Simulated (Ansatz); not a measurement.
Reaction (ligand exchange at the Si–C bond): `C[CH]([SiH3])[GeH3]` + `O[Si]1(O)CO1` → `O[Si]1(O[SiH3])CO1` + `C[CH2][GeH3]`

Calculated with Ansatz (gas phase, PBE0-D4/def2-TZVP geometries, no zero-point term in ΔE). CBS: MP2 limit from def2 TZ/QZ plus the TZ coupled-cluster correction, frozen cores. DFT in def2-TZVPP. B3LYP here is the variant with VWN-RPA as its local correlation; programs differ in this. For Ge outer-core shells are correlated without core-valence functions, which leaves a few kJ/mol of doubt a bond. Scalar relativity is left out up to krypton. Each species was taken in one conformer, which may not be the lowest.

CCSD(T)/CBS gives -24.6 kcal/mol.

(1) Another level gave -26.2 kcal/mol. Which?
A. SCS-MP2/def2-TZVPP
B. B3LYP/def2-TZVPP
C. HF/def2-TZVPP
D. ωB97M-V/def2-TZVPP

Largest T1 diagnostic among the species: 0.012.

## Answers

(1) A. SCS-MP2/def2-TZVPP -26.2, ωB97M-V -24.6, B3LYP -27.4, HF/def2-TZVPP -32.1 kcal/mol.

From PBE to PBE0 (25 % exact exchange), in def2-TZVPP and without D4, ΔE moves by −1.2 kcal/mol. The D4 term adds +1.2 kcal/mol with B3LYP and +0.6 kcal/mol with PBE0; it sums over pairs of atoms, weighted by their polarisabilities, and B3LYP, whose exchange is more repulsive, gets the larger term. In def2-TZVPP, CCSD(T) changes the Hartree–Fock value by +7.3 kcal/mol (the triples alone add +1.1 kcal/mol) and MP2 by +7.6 kcal/mol.
